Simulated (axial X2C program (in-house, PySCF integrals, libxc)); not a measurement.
# Spin–orbit effects down a group: molecules with F, HF

All values come from calculations with an in-house all-electron X2C program for linear molecules (integrals from PySCF), spin-free (one-electron X2C) or two-component (2c: spin–orbit coupling with atomic mean-field Coulomb and Gaunt terms, which also bring small scalar terms), in Dyall basis sets with cores contracted in-house; open shells are unrestricted.

Basis sets: Be dyall-cv3z, Ca dyall-cv3z, F dyall-av3z, Sr dyall-cv3z.

| molecule | spin-free state | Re (Å) | ωe (cm⁻¹) | De (eV) | 2c state | Re 2c (Å) | ωe 2c (cm⁻¹) | De 2c (eV) |
| --- | --- | --- | --- | --- | --- | --- | --- | --- |
| BeF | M_S = 1/2, Λ = 0 | 1.353 | 1306.0 | 4.96 | Ω = 1/2 | 1.353 | 1305.9 | 4.95 |
| CaF | M_S = 1/2, Λ = 0 | 1.980 | 581.7 | 4.17 | Ω = 1/2 | 1.980 | 581.7 | 4.16 |
| SrF | M_S = 1/2, Λ = 0 | 2.103 | 493.6 | 4.15 | Ω = 1/2 | 2.103 | 493.5 | 4.14 |

**Question.** Work out the shifts from the spin-free to the two-component result.

**Answer.** 

| molecule | 2c state | ΔRe (Å) | Δωe (cm⁻¹) | ΔDe (eV) |
| --- | --- | --- | --- | --- |
| BeF | Ω = 1/2 | 0.000 | -0.1 | -0.01 |
| CaF | Ω = 1/2 | 0.000 | 0.0 | -0.01 |
| SrF | Ω = 1/2 | 0.000 | -0.1 | -0.01 |

Shifts of one unit in the last digit are rounding.

Each entry is the lowest single determinant of a limited PBE0 search at one distance. De goes to single-determinant-based atoms at the same level (for ions the charge split of lowest energy) and is withheld (n/a) where an atom does not fit its ground term or J level. Main or longest-lived isotopes.
